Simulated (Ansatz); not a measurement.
Steps of a relaxation of CH6BGe, SMILES `C[B][GeH3]` radical with UKS PBE-D4/def2-SVP.

```sh
$ ansatz run in.yaml --threads 4 --pin off --events-out ev --progress --plain --max-ram 10444MiB
```

```yaml
crystal:
  periodic: [false, false, false]
  atoms:
    - {symbol: C, position_ang: [-0.655600, 1.046200, -0.916400]}
    - {symbol: B, position_ang: [0.127100, -0.261100, -0.921300]}
    - {symbol: Ge, position_ang: [0.660400, -1.112300, 0.807000]}
    - {symbol: H, position_ang: [-1.598500, 0.931200, -1.444800]}
    - {symbol: H, position_ang: [-0.131300, 1.865400, -1.488200]}
    - {symbol: H, position_ang: [-0.894400, 1.446400, 0.109600]}
    - {symbol: H, position_ang: [2.266400, -1.203000, 0.878100]}
    - {symbol: H, position_ang: [0.125000, -2.519900, 0.908500]}
    - {symbol: H, position_ang: [0.189400, -0.239300, 2.050300]}
basis:
  gaussian: {orbitals: def2-SVP}
magnetization: {spin_polarized: true, initial_magnetization: 1}
hamiltonian: {xc: pbe, dispersion: d4}
relax: {f_tol: 0.03, max_steps: 200}
```

Positions (Å) and forces (eV/Å) along the path, 8 of 8 steps:

```xyz
9
step=1 energy=-58306.7173 eV
C    -0.656    1.046   -0.916    0.361    1.268    0.254
B     0.127   -0.261   -0.921    0.014    0.090   -0.208
Ge    0.660   -1.112    0.807    1.318    0.246    0.678
H    -1.599    0.931   -1.445   -0.818   -0.132   -0.515
H    -0.131    1.865   -1.488   -0.122   -0.341    0.166
H    -0.894    1.446    0.110    0.112   -0.102   -0.360
H     2.266   -1.203    0.878   -0.725   -0.008    0.039
H     0.125   -2.520    0.908   -0.236   -0.721    0.210
H     0.189   -0.239    2.050    0.097   -0.301   -0.264
9
step=2 energy=-58306.8854 eV
C    -0.703    1.132   -0.963    0.135    0.366    0.306
B     0.105   -0.180   -0.829    0.000   -0.050   -0.224
Ge    0.730   -1.183    0.843    0.102    0.247    0.197
H    -1.641    0.964   -1.530   -0.130   -0.117   -0.103
H    -0.156    1.899   -1.568   -0.014   -0.211    0.076
H    -0.972    1.601    0.019    0.008   -0.039   -0.220
H     2.284   -1.284    0.926   -0.078    0.017   -0.064
H     0.186   -2.621    0.986   -0.077   -0.114   -0.082
H     0.257   -0.376    2.099    0.054   -0.099    0.114
9
step=3 energy=-58306.9140 eV
C    -0.710    1.145   -0.972   -0.010    0.079    0.094
B     0.097   -0.169   -0.811   -0.046    0.043    0.045
Ge    0.733   -1.168    0.873   -0.109    0.074    0.068
H    -1.643    0.953   -1.553    0.038   -0.044    0.004
H    -0.148    1.882   -1.593    0.013   -0.080    0.006
H    -0.993    1.644   -0.013    0.007   -0.034   -0.121
H     2.279   -1.275    0.907    0.068   -0.012   -0.034
H     0.177   -2.619    0.952    0.006    0.030   -0.060
H     0.297   -0.439    2.191    0.033   -0.058   -0.001
9
step=4 energy=-58306.9219 eV
C    -0.723    1.168   -0.980   -0.323    0.097    0.007
B    -0.040   -0.166   -0.665    0.281   -0.076   -0.197
Ge    0.725   -1.162    0.928   -0.013   -0.070    0.111
H    -1.629    0.974   -1.594   -0.079    0.007   -0.077
H    -0.077    1.781   -1.644    0.124    0.010   -0.045
H    -1.025    1.787   -0.110    0.021    0.107    0.091
H     2.276   -1.215    0.855    0.003    0.051   -0.047
H     0.244   -2.633    0.870   -0.033   -0.106    0.065
H     0.338   -0.582    2.324    0.019   -0.021    0.092
9
step=5 energy=-58306.9094 eV rejected
C    -0.749    1.173   -0.983    0.603    0.101   -0.061
B     0.009   -0.146   -0.695   -0.169   -0.024    0.025
Ge    0.700   -1.178    0.933    0.104    0.073    0.005
H    -1.672    0.951   -1.568   -0.054    0.141    0.200
H    -0.115    1.770   -1.684   -0.042   -0.098   -0.112
H    -0.913    1.841   -0.107   -0.391   -0.152   -0.030
H     2.257   -1.160    0.871   -0.021   -0.026   -0.001
H     0.265   -2.668    0.870   -0.010   -0.003   -0.010
H     0.307   -0.629    2.346   -0.020   -0.012   -0.016
9
step=6 energy=-58306.9320 eV
C    -0.734    1.183   -0.986    0.009   -0.144    0.065
B     0.013   -0.136   -0.661   -0.019    0.186   -0.056
Ge    0.735   -1.177    0.945   -0.079    0.046   -0.008
H    -1.629    0.952   -1.602   -0.095   -0.064   -0.084
H    -0.105    1.801   -1.662    0.121    0.030   -0.081
H    -1.061    1.827   -0.142    0.034   -0.019    0.132
H     2.285   -1.240    0.859    0.009    0.001   -0.022
H     0.215   -2.638    0.876    0.008   -0.031    0.012
H     0.370   -0.618    2.357    0.012   -0.005    0.041
9
step=7 energy=-58306.9362 eV
C    -0.732    1.180   -0.990    0.064    0.060    0.001
B     0.037   -0.123   -0.681   -0.024   -0.036    0.018
Ge    0.719   -1.168    0.942    0.016    0.020   -0.011
H    -1.641    0.937   -1.588    0.015    0.002    0.020
H    -0.111    1.804   -1.676   -0.038   -0.017    0.018
H    -1.029    1.804   -0.117   -0.022   -0.024   -0.036
H     2.271   -1.230    0.860    0.007   -0.002   -0.001
H     0.215   -2.636    0.872   -0.009    0.003    0.003
H     0.359   -0.614    2.361   -0.009   -0.006   -0.011
9
step=8 energy=-58306.9368 eV
C    -0.732    1.180   -0.989   -0.006   -0.006    0.005
B     0.039   -0.122   -0.678    0.001    0.002   -0.003
Ge    0.726   -1.165    0.941    0.000   -0.001   -0.001
H    -1.626    0.932   -1.606    0.002    0.000    0.000
H    -0.108    1.818   -1.657    0.001    0.002    0.000
H    -1.060    1.790   -0.118    0.002    0.001   -0.002
H     2.277   -1.250    0.850   -0.001   -0.001    0.001
H     0.196   -2.626    0.880    0.001    0.004    0.000
H     0.376   -0.603    2.359    0.001    0.000    0.001
```

Run time 3.8 s (4 threads of an AMD EPYC 9R45 on a shared host); peak host memory 0.21 GiB.
